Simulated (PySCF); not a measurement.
CaF, SMILES [F][Ca], multiplicity 2.

Coordinates come from a PBE0-D3(BJ)/def2-TZVPD optimisation. The spin state was assumed, not searched.

All values below come from PBE0-D3(BJ)/def2-TZVPD run with PySCF.

Frequencies are harmonic and unscaled.

Computed harmonic wavenumbers and intensities:
| mode | ν (cm⁻¹) | IR (km/mol) | moving atoms (share of kinetic energy) |
|---|---|---|---|
| 1 | 588 | 99.4 | F 68 %, Ca 32 % |
